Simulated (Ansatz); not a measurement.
Li₈Br₈ (started as a model of: 2x2x4 LiBr rock-salt block). Charge 0, multiplicity 1. Geometry PBE-D4/def2-SVP; atoms count from 1.

```xyz
16

Li    3.285   -0.901   -1.877
Br    1.737    0.968   -1.376
Li   -0.336    2.009   -0.317
Br   -2.073    3.741    0.341
Br    3.899   -1.755    0.355
Li    1.821   -0.395    0.884
Br    0.208    1.147    2.119
Li   -1.921    2.384    2.398
Br    1.816   -2.614   -2.877
Li    0.127   -1.094   -1.743
Br   -2.010    0.232   -1.323
Li   -3.477    1.743   -0.017
Li    2.113   -3.226   -0.504
Br    0.066   -2.346    0.581
Li   -1.611   -0.521    1.177
Br   -3.642    0.628    2.180
```

(1) Estimate the Mulliken populations from the PBE0/def2-SVP orbitals of Ansatz.

Answers

(1) 
```json
{"atom": "Li1", "charge (e)": "0.55"}
{"atom": "Br2", "charge (e)": "-0.53"}
{"atom": "Li3", "charge (e)": "0.50"}
{"atom": "Br4", "charge (e)": "-0.52"}
{"atom": "Br5", "charge (e)": "-0.52"}
{"atom": "Li6", "charge (e)": "0.50"}
{"atom": "Br7", "charge (e)": "-0.53"}
{"atom": "Li8", "charge (e)": "0.55"}
{"atom": "Br9", "charge (e)": "-0.52"}
{"atom": "Li10", "charge (e)": "0.50"}
{"atom": "Br11", "charge (e)": "-0.53"}
{"atom": "Li12", "charge (e)": "0.55"}
{"atom": "Li13", "charge (e)": "0.55"}
{"atom": "Br14", "charge (e)": "-0.53"}
{"atom": "Li15", "charge (e)": "0.50"}
{"atom": "Br16", "charge (e)": "-0.52"}
```
Mulliken values depend strongly on the basis.
